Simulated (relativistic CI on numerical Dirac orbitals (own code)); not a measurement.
## Sensitivity of the levels of Ru17+ to α and to the nuclear radius

Computed by Dirac-Coulomb-Breit CI, orbitals from a KLI potential per configuration, derivatives by finite differences, unscaled Slater integrals, QED left out (own radial code, finite nucleus).

Configurations in the expansion (outside the closed core [Ne]): 3s²3p⁶3d⁹, 3s²3p⁵3d¹⁰, 3s3p⁶3d¹⁰, 3s²3p⁶3d⁸4s, 3s²3p⁶3d⁸4p, 3s²3p⁶3d⁸4d, 3s²3p⁶3d⁷4s², 3s²3p⁶3d⁸4f. Levels of other configurations are missing.

With x = (α/α₀)² − 1 an excitation energy changes as ω = ω₀ + qx; K = 2q/ω₀ is the relative enhancement. Terms are leading LS components, so labels can repeat. The field-shift factor is F = δν/δ⟨r²⟩ for the transition from the lowest level.

Lowest level 3s²3p⁶3d⁹ ²D5/2.

| Level | ω₀ (cm⁻¹) | q (cm⁻¹) | F (GHz/fm²) |
| --- | --- | --- | --- |
| 3s²3p⁶3d⁹ ²D3/2 | 35187 | 34950 | 0.236 |
| 3s²3p⁵3d¹⁰ ²P°3/2 | 1456427 | 50450 | 2.82 |
| 3s²3p⁵3d¹⁰ ²P°1/2 | 1642520 | 249000 | -0.365 |
| 3s²3p⁶3d⁸4s ⁴F9/2 | 2263769 | -108900 | 67 |
| 3s²3p⁶3d⁸4s ⁴F7/2 | 2274009 | -106400 | 66.8 |
| 3s²3p⁶3d⁸4s ⁴F5/2 | 2297304 | -83160 | 67.2 |
| 3s²3p⁶3d⁸4s ⁴F3/2 | 2300558 | -92060 | 67.1 |
| 3s²3p⁶3d⁸4s ²F7/2 | 2301228 | -78340 | 66.9 |
| 3s²3p⁶3d⁸4s ²F5/2 | 2307721 | -96030 | 66.8 |
| 3s²3p⁶3d⁸4s ⁴P5/2 | 2331741 | -74680 | 67.1 |
| 3s²3p⁶3d⁸4s ⁴F3/2 | 2334128 | -79520 | 67.1 |
| 3s²3p⁶3d⁸4s ⁴P1/2 | 2347731 | -84590 | 67 |
| 3s²3p⁶3d⁸4s ⁴P3/2 | 2352843 | -73070 | 67.3 |

At this charge energies of transitions that change n are usually good to better than 1 %, and those within a shell (Δn = 0) to a few per cent.

Q: Which transition from the lowest level has the largest |K|?

A: 3s²3p⁶3d⁹ ²D3/2 at 35187 cm⁻¹, K = 1.99.
